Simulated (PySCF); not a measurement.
## Excitation energy of Al+ by level of theory

Al+ [Ne] 3s2 (1S) → Al+ [Ne] 3d2 (3F), as a difference of total energies. Computed with PySCF 2.14 in dyall-av2z (13s9p2d, 50 functions), with no relativity, point nucleus. Correlated levels: valence: [Ne] frozen; virtual orbitals above 40 to 60 times the deepest correlated orbital energy dropped. The calculations carry no spin-orbit coupling.

```tsv
method	excitation energy (eV)
UHF	24.588
LDA	25.113
PBE	24.445
PBE0	24.678
r2SCAN	24.353
B3LYP	25.013
MP2 (valence)	25.272
SCS-MP2 (valence)	25.423
```

Question: How much does correlation contribute at MP2 (valence)?

Answer: 25.272 − (24.588) = 0.684 eV, measured against UHF.

The upper state lies above the first ionisation limit, where it may autoionise and the basis confines it.

The promoted electron is Rydberg-like, and one or two diffuse shells describe it only roughly, which tends to raise the upper state.
